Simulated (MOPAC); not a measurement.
MOPAC input (MNDO):

```
MNDO 1SCF CHARGE=-1 GEO-OK AUX(PRECISION=9) THREADS=1
F3OSi

O     1.42900200 1    0.33684500 1   -0.85309600 1
Si    0.13788900 1    0.03250300 1   -0.08231800 1
F     0.19104700 1   -1.14820500 1    1.03717100 1
F    -0.51648700 1    1.23814800 1    0.79424800 1
F    -1.15927800 1   -0.43992100 1   -0.94506200 1
```

From the output:

```
                                                       MOPAC v23.2.5 Linux

          FINAL HEAT OF FORMATION =       -351.35839 KCAL/MOL =   -1470.08349 KJ/MOL

          COSMO AREA              =         97.85 SQUARE ANGSTROMS
          COSMO VOLUME            =         84.07 CUBIC ANGSTROMS

          IONIZATION POTENTIAL    =          4.512701 EV
          HOMO LUMO ENERGIES (EV) =         -4.513  8.597
          NO. OF FILLED LEVELS    =         16
          MOLECULAR WEIGHT        =        101.0801         POINT GROUP:  C3v

          MOLECULAR DIMENSIONS (Angstroms)

            Atom       Atom       Distance
            F     4    O     1     2.70389
            F     3    F     5     2.50086
            F     3    O     1     1.83116

          SCF CALCULATIONS        =          1

   ATOM   CHEMICAL          X               Y               Z
  NUMBER   SYMBOL      (ANGSTROMS)     (ANGSTROMS)     (ANGSTROMS)

     1       O          1.42900200  *   0.33684500  *  -0.85309600  *
     2      Si          0.13788900  *   0.03250300  *  -0.08231800  *
     3       F          0.19104700  *  -1.14820500  *   1.03717100  *
     4       F         -0.51648700  *   1.23814800  *   0.79424800  *
     5       F         -1.15927800  *  -0.43992100  *  -0.94506200  *

                             CARTESIAN COORDINATES

   1    O        1.429002000     0.336845000    -0.853096000
   2   Si        0.137889000     0.032503000    -0.082318000
   3    F        0.191047000    -1.148205000     1.037171000
   4    F       -0.516487000     1.238148000     0.794248000
   5    F       -1.159278000    -0.439921000    -0.945062000

           Empirical Formula: O Si F3  =     5 atoms

      MOLECULAR POINT GROUP   :   C3v

                  EIGENVALUES
 -40.69880 -35.85039 -35.85038 -29.63661 -11.89288 -11.45532 -11.45532 -10.19599
  -9.71080  -9.71080  -9.64519  -9.54767  -9.54767  -6.40354  -4.51270  -4.51270
   8.59670   9.41722   9.41722  11.47602

              NET ATOMIC CHARGES AND DIPOLE CONTRIBUTIONS

  ATOM NO.   TYPE          CHARGE      No. of ELECS.   s-Pop       p-Pop
    1          O          -1.005238        7.0052     1.90147     5.10377
    2         Si           1.699010        2.3010     0.75828     1.54271
    3          F          -0.564591        7.5646     1.87457     5.69002
    4          F          -0.564591        7.5646     1.87457     5.69002
    5          F          -0.564591        7.5646     1.87457     5.69002
 DIPOLE           X         Y         Z       TOTAL
 POINT-CHG.    -1.818    -0.429     1.085     2.160
 HYBRID        -0.687    -0.162     0.410     0.816
 SUM           -2.505    -0.590     1.495     2.977

          ATOMIC ORBITAL ELECTRON POPULATIONS

     Atom    s        px        py        pz
    1  O   1.90147   1.49848   1.86026   1.74502
    2 Si   0.75828   0.56798   0.47210   0.50264
    3  F   1.87457   1.98168   1.84882   1.85952
    4  F   1.87457   1.93710   1.84862   1.90430
    5  F   1.87457   1.81882   1.95527   1.91593

 **********************
 *                    *
 * JOB ENDED NORMALLY *
 *                    *
 **********************

 == MOPAC DONE ==
```

The dipole moment of an ion depends on the origin.

The geometry given is a B3LYP-D3(BJ)/def2-TZVP minimum.
